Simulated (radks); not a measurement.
Results of a calculation; reference values are marked as such.
Excited configurations of the strontium ion Sr2+: one electron is placed in a higher orbital outside [Ar] 3d10 4s2 4p5. The ground configuration is [Kr]. Level of theory: scalar-relativistic Kohn-Sham, BLYP, spin-polarised, spherical densities, point nucleus; open shells are filled with parallel spins first (spin-orbit coupling, left out, can overturn this in heavy ions) (a radial shooting solver on a logarithmic mesh with Libxc functionals). Excitation = E - E(ground); binding = E(ion) - E, where the ion is the core of charge +3; n* = 3/sqrt(2 binding) in atomic units, and the quantum defect is n - n*.

| outer orbital | excitation (eV) | binding (eV) | n* | eigenvalue (eV) | <r> (bohr) |
|---|---|---|---|---|---|
| 4f | 34.631 | 8.186 | 3.868 | -6.351 | 5.293 |
| 5p | 27.643 | 15.174 | 2.841 | -12.651 | 3.908 |
| 6d | 36.672 | 6.145 | 4.464 | -5.170 | 9.330 |
| 7s | 36.545 | 6.272 | 4.419 | -5.417 | 10.10 |
| 7p | 37.307 | 5.510 | 4.714 | -4.729 | 11.24 |

The Delta-SCF ionisation energy is 42.817 eV (NIST Atomic Spectra Database: 42.884 eV, measured). Self-interaction in the functional shifts the binding energies and quantum defects, so they are the method's values and not measured ones. Open shells are spherical and high-spin; term and fine-structure splittings are not resolved.
